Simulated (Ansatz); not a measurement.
Consider the ligand exchange at the Si–Br bond: `C[SiH2]Br` + arsine → `C[SiH2][AsH2]` + HBr.

Isolated molecules relaxed with PBE0-D4/def2-TZVP in Ansatz; ΔE leaves out vibrations. CCSD(T)/CBS adds triple-zeta CCSD(T) − MP2 to the extrapolated MP2 energy (def2 sets, frozen cores). Functionals use def2-TZVPP. For As, Br outer-core shells are correlated without core-valence functions, which leaves a few kJ/mol of doubt a bond. Scalar relativity is left out up to krypton.

`C[SiH2]Br`:

```xyz
8

C     0.360    0.828   -0.478
Si   -0.428   -0.676    0.277
Br    0.810   -1.393    1.986
H    -0.245    1.183   -1.318
H     1.361    0.595   -0.846
H     0.438    1.632    0.256
H    -0.518   -1.794   -0.693
H    -1.778   -0.376    0.815
```

`[AsH3]`:

Z-matrix (Å, degrees):
```
As
H 1 1.522
H 1 1.522 2 92.0
H 1 1.522 2 92.0 3 -92.1
```

`C[SiH2][AsH2]`:

```xyz
10

C     1.004    0.624    0.999
Si   -0.158   -0.623    0.222
As   -0.500   -0.065   -2.054
H     1.211    0.360    2.039
H     0.566    1.624    0.983
H     1.953    0.658    0.459
H    -1.439   -0.677    0.978
H     0.449   -1.982    0.248
H    -1.676   -1.022   -2.182
H    -1.410    1.102   -1.693
```

HBr:

Z-matrix (Å, degrees):
```
Br
H 1 1.420
```

```json
{"level": "ωB97M-V", "ΔE (kJ/mol)": "72.0"}
{"level": "RPA@PBE/def2-TZVPP", "ΔE (kJ/mol)": "65.7"}
```

What does CCSD(T)/CBS give? (Best estimate.)

The calculation gave: +69.7 kJ/mol. The listed levels differ from it by 2.3, -4.0 kJ/mol.

Largest T1 diagnostic among the species: 0.011.

Leaving LDA and LC-ωPBE aside and taking each functional with its dispersion term where it has one, the values, not all of them listed here, spread over 14.0 kJ/mol, from revPBE-D4 to BHLYP-D4. From BLYP to BHLYP (50 % exact exchange), in def2-TZVPP and without D4, ΔE moves by +7.8 kJ/mol.
